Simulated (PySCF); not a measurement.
**Antimony: a sound run and one with changed settings**

Sound run: Sb [Kr] 4d10 5s2 5p3, Sb⁺ [Kr] 4d10 5s2 5p2. Computed with PySCF 2.14 in def2-TZVP with the def2 core potential (28 electrons) (6s5p3d2f, 50 functions), with scalar relativity through the core potential. In the sound run the correlated levels freeze 4s2 4p6 4d10 outside the core potential. The sound run starts from symmetry-adapted Hartree-Fock orbitals and uses a fine grid where one is needed.

Changed run: initial guess atom, at most 50 SCF cycles.

```csv
species,method,sound run (hartree),changed run (hartree),converged
Sb,UHF,-239.27727,-239.27727,yes
Sb,BP86,-240.33579,-240.33579,yes
Sb,CCSD(T),-239.35269,-239.35269,yes
Sb⁺,M06-L,-240.04745,-240.04745,yes
Sb⁺,MP2,-239.00739,-239.00739,yes
```

Here the plain start reaches the same solutions.
